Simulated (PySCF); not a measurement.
PySCF input for C4H5FSi, SMILES C#C/C=C\[SiH2]F, ωB97X-D3(BJ)/def2-SVP. 

```python
import numpy as np
from pyscf import gto, scf, dft
import os
os.environ['JAX_PLATFORMS'] = 'cpu'
from ase import Atoms, units
from ase.calculators.calculator import Calculator, all_changes
from sella import Sella

mol = gto.M(
    atom='''
    C    -0.94035184    2.79805325   -0.00000000
    C     0.01703268    2.07167851   -0.00000000
    C     1.15190288    1.23860623    0.00000000
    C     1.08285082   -0.09601295   -0.00000000
    Si   -0.51283996   -1.08069247    0.00000000
    F    -0.05072198   -2.62757621   -0.00000000
    H    -1.77411981    3.43482576   -0.00000001
    H     2.10280412    1.76156047    0.00000000
    H     2.01507235   -0.64815701    0.00000000
    H    -1.28805335   -0.92214956    1.22241775
    H    -1.28805334   -0.92214956   -1.22241775
    ''',
    basis='def2-SVP',
    charge=0,
    spin=0,
    max_memory=1600,
    verbose=3,
)
mf = dft.RKS(mol, xc='wb97x-d3bj').density_fit(auxbasis='def2-universal-jkfit')
mf.grids.level = 3
mf.conv_tol = 1e-9
mf.max_cycle = 100
mf.kernel()
grad = mf.nuc_grad_method()
grad.grid_response = mol.nao <= 150
scan = grad.as_scanner()
scan.verbose = scan.base.verbose = 0
class SCF(Calculator):
    implemented_properties = ['energy', 'forces']
    def calculate(self, atoms=None, properties=None, system_changes=all_changes):
        super().calculate(atoms, properties, system_changes)
        e, g = scan(mol.set_geom_(self.atoms.positions, unit='Angstrom', inplace=False))
        assert scan.converged
        self.results = {'energy': float(e) * units.Hartree, 'forces': -np.asarray(g) * units.Hartree / units.Bohr}
atoms = Atoms(mol.elements, mol.atom_coords(unit='Angstrom'), calculator=SCF())
conv = Sella(atoms, order=0, internal=True, allow_fragments=True).run(fmax=0.002, steps=150)
mol_eq = mol.set_geom_(atoms.positions, unit='Angstrom', inplace=False)
print(mol_eq.tostring(format='xyz'))
mf.reset(mol_eq)
mf.verbose = 3
mf.kernel()
```

Program output:

```
converged SCF energy = -544.545635440205
     Step          Energy         fmax         cmax       rtrust          rho
Sella   0   -14817.841494       1.1734       0.0000       0.1000       1.0000
Sella   1   -14817.938874       1.1734       0.0000       0.1000       1.1189
Sella   2   -14817.949546       0.3510       0.0000       0.1000       1.3088
Sella   3   -14817.952774       0.1483       0.0000       0.1000       1.3061
Sella   4   -14817.954071       0.0968       0.0000       0.1000       1.3832
Sella   5   -14817.954774       0.0977       0.0000       0.1000       1.3017
Sella   6   -14817.955018       0.0769       0.0000       0.1000       1.3182
Sella   7   -14817.955107       0.0389       0.0000       0.1000       1.3272
Sella   8   -14817.955146       0.0240       0.0000       0.1000       1.3851
Sella   9   -14817.955168       0.0191       0.0000       0.1000       1.3558
Sella  10   -14817.955179       0.0116       0.0000       0.1000       1.3354
Sella  11   -14817.955183       0.0060       0.0000       0.1000       1.3538
Sella  12   -14817.955185       0.0046       0.0000       0.1000       1.2959
Sella  13   -14817.955186       0.0039       0.0000       0.1000       1.2478
11
XYZ from PySCF
C          -0.99291027        2.68877933       -0.00405843
C           0.03351816        2.04536723       -0.00411960
C           1.21802124        1.22645669       -0.00396555
C           1.14612445       -0.11628309        0.00033940
Si         -0.49489969       -1.01226647        0.00644549
F          -0.16631540       -2.61151274        0.01060448
H          -1.90002366        3.26817683       -0.00404237
H           2.18090581        1.75168365       -0.00753610
H           2.08258568       -0.68722572        0.00021937
H          -1.27714883       -0.70416924        1.23157147
H          -1.28222538       -0.71157821       -1.21726674
converged SCF energy = -544.549813542428
```

The run converged.

Cost: around 4 core-minutes (rough).
